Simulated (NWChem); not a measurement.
Molecule: CH$_{4}$AlBrO; SMILES [AlH]([O]C)[Br]

```xyz
8

Al    -1.0104     0.5478     0.0000
H     -2.5774     0.5317     0.0000
Br     0.1929    -1.3633     0.0000
O     -0.2100     2.0297     0.0000
C      1.0623     2.5900     0.0000
H      1.8631     1.8283     0.0000
H      1.2020     3.2281    -0.8898
H      1.2020     3.2281     0.8898
```
Atoms are numbered in this order, from 1.

Results from NWChem. Geometry: optimised at PBE0/def2-SVP. Total energies compare along this basis series because the functional is fixed.

```tsv
level	basis functions	energy (Ha)	highest occupied level (eV)	orbital gap (eV)	dipole (D)
PBE0/cc-pVDZ	93	-2931.8495	-8.24	7.40	1.09
PBE0/aug-cc-pVDZ	145	-2931.8641	-8.37	?	?
PBE0/cc-pVTZ	193	-2931.9800	-8.36	7.45	1.08
```

Fill in the missing entries.


- PBE0/aug-cc-pVDZ, orbital gap (eV): 7.34
- PBE0/aug-cc-pVDZ, dipole (D): 1.02
